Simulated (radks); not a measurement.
Task: The table gives one normalised radial function P(r) = r R(r) of Ag4+ in [Ar] 3d10 4s1 4p6 4d8 (r in bohr). All-electron calculation, scalar-relativistic Kohn-Sham, AM05, spin-polarised, spherical densities, finite nucleus; open shells are filled with parallel spins first (spin-orbit coupling, left out, can overturn this in heavy ions); Fermi nuclear charge, rms radius 4.5454 fm. Program: a radial shooting solver on a logarithmic mesh with Libxc functionals.

r,P
0.001395,0.0014
0.001802,0.0022
0.002346,0.0036
0.003055,0.0057
0.003946,0.0090
0.005138,0.0144
0.00669,0.0228
0.008642,0.0354
0.01125,0.0551
0.01465,0.0844
0.01893,0.1248
0.02465,0.1810
0.03209,0.2516
0.04146,0.3270
0.05398,0.3945
0.07029,0.4190
0.0908,0.3599
0.1182,0.1770
0.154,-0.1240
0.1989,-0.4451
0.259,-0.6364
0.3372,-0.5080
0.4356,-0.0393
0.5672,0.6092
0.7385,1.0825
0.954,1.1391
1.242,0.8374
1.617,0.4362
2.089,0.1613
2.721,0.0369
3.543,0.0048

Which n and l does it have? It may be an empty orbital.

Result: n = 4, l = 1: the number of nodes gives n - l - 1 = 2, the rise at small r (about r^(l+1), flatter next to the nucleus through relativity) gives l, and the extent must fit the shell. The curve is that of 4p up; the table hardly tells the two spins apart. 4p up: eigenvalue -117.06 eV, 2 radial nodes at r = 0.139, 0.443 bohr, <r> = 0.970 bohr, 90 % of the charge inside 1.42 bohr.
